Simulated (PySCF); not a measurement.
C₂H₁₃NSi₃, SMILES [SiH3][SiH2]N[SiH](C)C.

The structure is a stationary point at B3LYP-D3(BJ)/def2-SVP. The structure was generated by enumeration, and PubChem lists no compound with its InChIKey, so it may never have been made. The values are those of a single conformer.

Computed with B3LYP-D3(BJ)/def2-SVP in PySCF.

Frequencies are harmonic and unscaled.

| mode | ν (cm⁻¹) | IR (km/mol) | moving atoms (share of kinetic energy) |
|---|---|---|---|
| 1 | 5 | 0.1 | Si 44 %, H 30 %, C 26 % |
| 2 | 25 | 0.5 | H 26 %, N 26 %, Si 25 %, C 23 % |
| 3 | 92 | 0.6 | H 66 %, Si 17 %, C 10 % |
| 4 | 128 | 0.5 | H 63 %, Si 17 %, N 10 %, C 9 % |
| 5 | 151 | 0.7 | Si 37 %, H 29 %, C 21 %, N 13 % |
| 6 | 165 | 0.0 | H 94 % |
| 7 | 180 | 0.4 | H 83 %, C 10 % |
| 8 | 201 | 1.7 | H 47 %, C 38 %, Si 12 % |
| 9 | 246 | 0.2 | Si 36 %, H 33 %, C 22 %, N 10 % |
| 10 | 284 | 1.4 | Si 38 %, H 35 %, N 18 %, C 10 % |
| 11 | 362 | 25.6 | H 90 % |
| 12 | 403 | 64.3 | H 81 %, N 16 % |
| 13 | 422 | 5.8 | Si 69 %, H 27 % |
| 14 | 510 | 12.9 | H 64 %, Si 32 % |
| 15 | 583 | 7.0 | H 53 %, Si 27 %, N 11 %, C 9 % |
| 16 | 617 | 5.3 | H 82 %, C 8 % |
| 17 | 631 | 4.2 | H 59 %, C 23 %, Si 11 % |
| 18 | 677 | 0.7 | H 39 %, C 26 %, Si 25 %, N 10 % |
| 19 | 699 | 7.4 | H 49 %, C 33 %, Si 15 % |
| 20 | 739 | 12.4 | H 73 %, Si 12 %, C 12 % |
| 21 | 752 | 41.7 | H 75 %, C 12 %, Si 8 % |
| 22 | 803 | 112.7 | H 63 %, Si 14 %, C 13 %, N 10 % |
| 23 | 829 | 618.7 | H 81 %, Si 11 % |
| 24 | 853 | 74.8 | H 64 %, C 22 %, Si 12 % |
| 25 | 902 | 35.5 | H 88 %, Si 9 % |
| 26 | 918 | 139.1 | H 76 %, Si 12 %, C 9 % |
| 27 | 921 | 200.6 | H 77 %, Si 13 %, C 9 % |
| 28 | 939 | 16.6 | H 71 %, N 19 %, Si 9 % |
| 29 | 944 | 51.9 | H 97 % |
| 30 | 951 | 146.4 | H 60 %, N 27 %, Si 12 % |
| 31 | 964 | 68.7 | H 90 % |
| 32 | 1204 | 235.6 | H 71 %, N 26 % |
| 33 | 1271 | 38.5 | H 77 %, C 22 % |
| 34 | 1276 | 19.6 | H 79 %, C 21 % |
| 35 | 1431 | 0.6 | H 95 % |
| 36 | 1431 | 2.3 | H 96 % |
| 37 | 1437 | 4.0 | H 96 % |
| 38 | 1443 | 7.1 | H 96 % |
| 39 | 2163 | 70.4 | H 97 % |
| 40 | 2171 | 279.7 | H 97 % |
| 41 | 2194 | 72.5 | H 98 % |
| 42 | 2203 | 76.6 | H 97 % |
| 43 | 2209 | 130.8 | H 96 % |
| 44 | 2228 | 104.8 | H 97 % |
| 45 | 3024 | 4.2 | H 97 % |
| 46 | 3030 | 2.4 | H 97 % |
| 47 | 3111 | 8.5 | H 91 %, C 9 % |
| 48 | 3117 | 2.3 | H 91 %, C 9 % |
| 49 | 3119 | 15.4 | H 91 %, C 9 % |
| 50 | 3128 | 4.8 | H 91 %, C 9 % |
| 51 | 3553 | 18.9 | H 93 % |
